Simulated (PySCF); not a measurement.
Compound: C₅H₉N₂ (charge +1).
Structure used (GFN2-xTB), in Å, numbered top down from 1:
```xyz
16
C5H9N2 angstrom
C     -2.1494   -0.0382    0.3940
C     -1.1919   -0.2097   -0.7816
N      0.1808   -0.0524   -0.3482
C      0.9634   -1.0414    0.1683
C      2.1563   -0.4823    0.5138
N      2.0709    0.8399    0.2040
C      0.8679    1.0813   -0.3138
H     -3.1692   -0.1781    0.0491
H     -2.0668    0.9579    0.8209
H     -1.9462   -0.7713    1.1702
H     -1.4016    0.5333   -1.5530
H     -1.3009   -1.2063   -1.2128
H      0.6306   -2.0564    0.2486
H      3.0309   -0.9271    0.9432
H      2.8038    1.5242    0.3395
H      0.5137    2.0357   -0.6537
```

The closed-shell SCF was solved with PySCF and density fitting under several settings on one GFN2-xTB geometry (grid level 2 and gas phase unless stated).

```csv
settings,basis functions,SCF cycles,E (Eh),HOMO (eV),LUMO (eV)
PBE0/pcSseg-1,164,14,-304.8315,-12.45,-5.27
PBE0/def2-SVPD,212,14,-304.6696,-12.42,-5.30
```

Estimate the rows for these settings: (1) B97-D/6-31++G**, IEF-PCM chloroform; (2) B97-2/6-31G-J, IEF-PCM dimethylsulfoxide, level shift 0.3 Eh.

| settings | basis functions | SCF cycles | E (Eh) | HOMO (eV) | LUMO (eV) |
| --- | --- | --- | --- | --- | --- |
| B97-D/6-31++G**, IEF-PCM chloroform | 180 | 14 | -305.0806 | -7.64 | -2.52 |
| B97-2/6-31G-J, IEF-PCM dimethylsulfoxide, level shift 0.3 Eh | 120 | 13 | -305.1767 | -7.77 | -0.71 |

Over all rows, what range does the HOMO–LUMO gap span?

From 5.12 eV (B97-D/6-31++G**, IEF-PCM chloroform) to 7.18 eV (PBE0/pcSseg-1). The functional of the narrowest has no exact exchange, that of the widest 25 % exact exchange.

Compare two rows with the functional PBE0: PBE0/pcSseg-1 and PBE0/def2-SVPD. Which energy is lower, and by how much?

PBE0/pcSseg-1 (164 functions) lies 0.1619 Eh or 102 kcal/mol below PBE0/def2-SVPD (212 functions). The smaller set gives the lower energy; the two sets aren't nested, so the variational bound doesn't order them by size.

Whole jobs, the steps after the SCF included, on one thread of an Arm Neoverse V2 (shared host):

```csv
settings,work after the SCF,wall time,peak memory
PBE0/pcSseg-1,"shieldings, ring-centre shieldings, charges and field gradients, density and orbital grids written",24 s,0.74 GiB
PBE0/def2-SVPD,"6 singlets by full TDDFT, 2 Tamm–Dancoff triplets, polarisability, density and orbital grids written",37 s,0.87 GiB
"B97-D/6-31++G**, IEF-PCM chloroform","shieldings, ring-centre shieldings, charges and field gradients",19 s,0.77 GiB
"B97-2/6-31G-J, IEF-PCM dimethylsulfoxide, level shift 0.3 Eh","shieldings, ring-centre shieldings, charges and field gradients",15 s,0.77 GiB
```

B97-D ran without the empirical dispersion term, which would shift the total energy alone. Cycle counts include a coarse-grid stage where the run had one. All basis functions are spherical, in the Pople sets too. One conformer (not necessarily the lowest) at the GFN2-xTB geometry, without vibrations or thermal averaging.
